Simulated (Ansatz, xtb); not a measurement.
# Relaxing a trial structure of CBClF2

The starting geometry of this gas-phase singlet was built from a drawn formula by distance geometry and a force field; its bonds are those of `[B]C(F)(F)Cl`.

```xyz
5

C    -0.9785   -0.6251   -0.2066
B     0.4389   -1.1138   -0.4692
Cl   -1.9067   -1.8372    0.7730
F    -1.0321    0.5840    0.4192
F    -1.6861   -0.4766   -1.4556
```

**Question.** Predict what it relaxes into with r2SCAN-D4/def2-SVP.

**Answer.** It rearranges, giving a structure given below by its coordinates. Contacts that open: C1–Cl3 (1.81 → 3.10 Å). Contacts that close: B2–Cl3 (2.75 → 1.69 Å).

The energy falls by 2.89 eV over 19 steps:

```tsv
step	E − E(last) (eV)
1	2.895
3	2.530
5	2.450
7	2.294
9	1.523
11	0.560
13	0.142
15	0.025
17	0.000
19	0.000
```

Final geometry (Å):

```xyz
5

C    -1.0854   -0.1645   -0.4691
B    -0.9624   -1.4067    0.1909
Cl   -0.8148   -2.8900    0.9789
F    -0.8456    1.0157    0.1009
F    -1.4563   -0.0232   -1.7408
```

From the same start GFN2-xTB ends elsewhere, differing in C1–Cl3 (1.89 against 3.10 Å here).

The end wasn't checked by frequencies. Run with Ansatz 0.2.0, 12 s on 2 threads of Intel(R) Xeon(R) 6975P-C (Granite Rapids), with other jobs on the host.
